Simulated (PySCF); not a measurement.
From one molecule to another.

First species: C7H8.
InChI=1S/C7H8/c1-7-5-3-2-4-6-7/h2-6H,1H3

Second species: C5H12O.
InChI=1S/C5H12O/c1-3-5(6)4-2/h5-6H,3-4H2,1-2H3

Levels: PBE0/pcSseg-1 for dipole moment, HOMO energy, LUMO energy and HOMO–LUMO gap; PBE0-D3(BJ)/def2-SVP for rotational constant A and rotational constant C. Geometries: PBE0-D3(BJ)/def2-SVP. Each structure is a single optimised conformer of the isolated species, non-relativistic unless stated. Electronic properties by PySCF.

Dipoles, sizes and rotational constants follow the conformer. The torsions of the flexible species, by atom-mapped SMILES:
- `[CH3:1][CH2:2][CH:3]([OH:4])[CH2:5][CH3:6]`: C1–C2–C3–O4 -57°, C2–C3–C5–C6 -177°, H–O4–C3–C2 -62°

Values for the first species:

- Dipole moment: 0.42 D
- HOMO energy: -6.98 eV
- LUMO energy: -0.15 eV
- HOMO–LUMO gap: 6.83 eV
- Rotational constant A: 5.541 GHz
- Rotational constant C: 1.751 GHz

**Question.** Estimate the same properties for the second species, and the change in each.

**Answer.** 
```json
{"property": "dipole moment", "first": "0.42 D", "second": "1.56 D", "second less first": "+1.14 D"}
{"property": "HOMO energy", "first": "-6.98 eV", "second": "-7.74 eV", "second less first": "-0.76 eV"}
{"property": "LUMO energy", "first": "-0.15 eV", "second": "1.25 eV", "second less first": "+1.40 eV"}
{"property": "HOMO–LUMO gap", "first": "6.83 eV", "second": "8.99 eV", "second less first": "+2.16 eV"}
{"property": "rotational constant A", "first": "5.541 GHz", "second": "7.412 GHz", "second less first": "+1.871 GHz"}
{"property": "rotational constant C", "first": "1.751 GHz", "second": "1.661 GHz", "second less first": "-0.090 GHz"}
```

On the first: The dipole matches unit charges of opposite sign 0.09 Å apart (1 e·Å = 4.8032 D).

On the second: In atomic units the dipole is 0.61 e·bohr (1 au = 2.5417 D).
